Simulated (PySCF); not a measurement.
**`C#Cc1ncncn1`, C5H3N3**

Geometry:
| atom | x (Å) | y (Å) | z (Å) |
| --- | --- | --- | --- |
| C1 | 3.050 | -0.346 | -0.218 |
| C2 | 1.849 | -0.197 | -0.169 |
| C3 | 0.424 | -0.021 | -0.112 |
| N4 | -0.343 | -1.089 | -0.352 |
| C5 | -1.648 | -0.860 | -0.287 |
| N6 | -2.219 | 0.309 | -0.011 |
| C7 | -1.360 | 1.299 | 0.212 |
| N8 | -0.037 | 1.201 | 0.177 |
| H9 | 4.116 | -0.479 | -0.262 |
| H10 | -2.313 | -1.711 | -0.478 |
| H11 | -1.779 | 2.285 | 0.445 |

Level of theory: TDDFT PBE0/def2-SVPD excited states, vertical, gas phase in PySCF 2.14.0. Geometry: PBE0-D3(BJ)/def2-SVP.

**Question.** How strongly do the lowest singlets absorb one photon, and two photons of half the energy?

**Answer.** δ for parallel linear polarisation; σ at the peak of a Lorentzian of half width 0.1 eV, single beam; Ω is circular over linear.
```csv
state,E (eV),f,photon λ (nm),δ (au),σ (GM),Ω,main
S1,4.12,0.000,602,0.48,0.00,1.50,HOMO→LUMO 0.99
S2,4.32,0.005,574,4.25,0.03,1.50,HOMO−1→LUMO 0.98
S3,4.62,0.005,536,1.29,0.01,1.50,HOMO→LUMO+1 0.97
S4,4.69,0.000,528,0.83,0.01,1.50,HOMO−1→LUMO+1 1.00
S5,4.80,0.000,517,<0.1,0.00,–,HOMO−3→LUMO 0.97
```

Among these, the strongest one-photon state is S3, the strongest two-photon state S2, with a dipole change of 3.7 D (relaxed, norm of the difference vector).
